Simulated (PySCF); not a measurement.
The dipole of `CN=C(OC(F)(F)F)OC(F)(F)F` from its density and from atomic charges.

Coordinates (GFN2-xTB, Å) and charges (e) from the PBE0/pcSseg-1 density (PySCF):

| atom | x | y | z | Mulliken | IAO | Hirshfeld | ESP-fitted |
| --- | --- | --- | --- | --- | --- | --- | --- |
| C1 | 1.268 | 2.052 | -0.466 | -0.1060 | -0.3104 | -0.0619 | -0.2733 |
| N2 | 0.913 | 0.908 | 0.327 | -0.5126 | -0.3132 | -0.1745 | -0.4425 |
| C3 | 0.054 | 0.086 | 0.000 | +0.7241 | +0.4970 | +0.2127 | +0.8422 |
| O4 | -0.282 | -1.001 | 0.761 | -0.4946 | -0.3371 | -0.1226 | -0.4193 |
| C5 | 0.363 | -1.180 | 1.930 | +0.9804 | +0.9669 | +0.3209 | +0.6796 |
| F6 | -0.114 | -2.278 | 2.492 | -0.2315 | -0.2592 | -0.0834 | -0.1519 |
| F7 | 1.674 | -1.340 | 1.781 | -0.2470 | -0.2665 | -0.0886 | -0.1995 |
| F8 | 0.182 | -0.178 | 2.784 | -0.2470 | -0.2664 | -0.0885 | -0.1996 |
| O9 | -0.695 | 0.132 | -1.167 | -0.4774 | -0.3379 | -0.1120 | -0.3930 |
| C10 | -1.610 | -0.809 | -1.435 | +0.9672 | +0.9552 | +0.3139 | +0.6469 |
| F11 | -2.166 | -0.516 | -2.603 | -0.2346 | -0.2620 | -0.0866 | -0.1630 |
| F12 | -1.096 | -2.033 | -1.537 | -0.2530 | -0.2713 | -0.0935 | -0.1746 |
| F13 | -2.589 | -0.867 | -0.534 | -0.2530 | -0.2713 | -0.0936 | -0.1744 |
| H14 | 0.406 | 2.702 | -0.619 | +0.1229 | +0.1535 | +0.0512 | +0.1327 |
| H15 | 1.642 | 1.746 | -1.443 | +0.1231 | +0.1537 | +0.0513 | +0.1332 |
| H16 | 2.043 | 2.584 | 0.079 | +0.1390 | +0.1689 | +0.0553 | +0.1563 |

What dipole does each set of charges give (1 e·Å = 4.803 D), and what does the density give?

The full density gives (0.61, 1.83, -1.21) D, 2.28 D in size; dipole vectors point from the negative to the positive end.

| scheme | μx | μy | μz | size (D) | share of the full size (%) | angle to the full dipole (°) |
| --- | --- | --- | --- | --- | --- | --- |
| Mulliken | 1.21 | 2.57 | -1.18 | 3.08 | 135 | 11 |
| IAO | 1.21 | 2.58 | -1.18 | 3.09 | 135 | 11 |
| Hirshfeld | 0.45 | 1.05 | -0.56 | 1.27 | 56 | 7 |
| ESP-fitted | 0.61 | 1.86 | -1.25 | 2.32 | 102 | 0 |

Which set comes closest?

Length of the difference vector: ESP-fitted 0.04 D, Mulliken 0.95 D, IAO 0.96 D, Hirshfeld 1.03 D. Closest: ESP-fitted. ESP charges are fitted to the potential around the molecule, whose slowest-falling term is the dipole's. The schemes that divide the density aren't constrained to reproduce the dipole.

What is left for the Hirshfeld atoms' own dipoles?

The shares of the density sum to the whole, so what Σ q r misses lies in dipoles about the nuclei. The atomic dipoles sum to (0.61, 1.83, -1.21) − (0.45, 1.05, -0.56) = (0.16, 0.78, -0.65) D, 1.03 D in size.

With the origin at the mean of the coordinates, (0.000, 0.001, 0.022) Å, which are the largest single terms, by size, of the IAO dipole along the direction of the full one?

C5 -8.67, F6 +3.95, C1 -3.35, H16 +2.10, O4 +2.06 D; all 16 atoms together +3.03 D. The single terms depend on the origin, their sum doesn't.

Give the size of the full dipole in other units.

2.28 D = 0.897 au = 0.474 e·Å = 7.60 × 10⁻³⁰ C·m.

Isolated species at its GFN2-xTB geometry (one conformer only). GFN2-xTB frequencies show an imaginary mode (121i cm⁻¹), so this geometry is no minimum at that level.

Shape of the structure used: `[CH3:1][N:2]=[C:3]([O:4][C:5]([F:6])([F:7])[F:8])[O:9][C:10]([F:11])([F:12])[F:13]`: N2–C3–O4–C5 0°, C3–O4–C5–F6 180°, N2–C3–O9–C10 180°, C3–O9–C10–F11 180°.
